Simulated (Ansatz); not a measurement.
```yaml
crystal:
  periodic: [false, false, false]
  atoms:
    - {symbol: Ru, position_ang: [0.000195, -0.000490, 0.119912]}
    - {symbol: N, position_ang: [0.003127, -0.006473, 1.703990]}
    - {symbol: F, position_ang: [1.828947, 0.013762, -0.459102]}
    - {symbol: F, position_ang: [-0.012743, 1.831522, -0.448749]}
    - {symbol: F, position_ang: [-1.830566, -0.010340, -0.452875]}
    - {symbol: F, position_ang: [0.011040, -1.827991, -0.463177]}
basis:
  gaussian: {orbitals: cc-pVTZ-DK, nuclear_model: gaussian}
total_charge: -1
hamiltonian: {xc: {name: revPBE}, dispersion: d4}
scf: {omitted_lower_state_checks: [starts]}
output: {forces: true}
```

```sh
$ ansatz run in.yaml --threads 4 --pin off --events-out ev --progress --plain --max-ram 3916MiB
```

It prints (some lines left out):

```
Functional definition: revPBE
1355 factors; their error is unknown
mean field evaluation 1: about -135629.0389 eV, gradient 1.0e2 eV
mean field evaluation 2: about -135382.3317 eV, gradient 3.5e2 eV
mean field evaluation 4: about -135640.6745 eV, gradient 5.2e1 eV
mean field evaluation 8: about -135645.2796 eV, gradient 8.0e-1 eV
mean field evaluation 16: about -135645.2324 eV, gradient 3.8e-3 eV
mean field -135645.23244665 eV, -4984.8703487736 hartree, gradient 7.3e-5 eV, S^2 0.000000; 0 other end points of the search recorded, 0 dependent functions left out
reference -135645.23254716 eV, -4984.8703524670 hartree; 44, 44 occupied and 183, 183 virtual orbitals, 1355 factors
Total energy: -135645.70582237 eV, -4984.8877450106 hartree
Relativity: scalar
Atom 0 at     0.000195    -0.000490     0.119912 Å, force    -0.001145     0.002814    -0.671016 eV/Å
Atom 1 at     0.003127    -0.006473     1.703990 Å, force     0.001705    -0.005373     1.231642 eV/Å
Atom 2 at     1.828947     0.013762    -0.459102 Å, force     0.414917     0.003006    -0.141181 eV/Å
Atom 3 at    -0.012743     1.831522    -0.448749 Å, force    -0.003230     0.415648    -0.138894 eV/Å
Atom 4 at    -1.830566    -0.010340    -0.452875 Å, force    -0.415096    -0.001779    -0.139126 eV/Å
Atom 5 at     0.011040    -1.827991    -0.463177 Å, force     0.002849    -0.414315    -0.141425 eV/Å
Dipole moment:     0.000490    -0.001067     0.274349 e Å
Checks for a lower state left out: starts
```

Hardware: 4 threads of Arm Neoverse V2 on a shared host. Wall time 3.5 s.

DK, ANO-RCC and x2c sets are all-electron and run with scalar relativity unless a key says otherwise. The highest occupied level of an anion often lies above zero with these methods, and sets without diffuse functions describe the outer electron poorly.

The dipole of an ion depends on the origin.
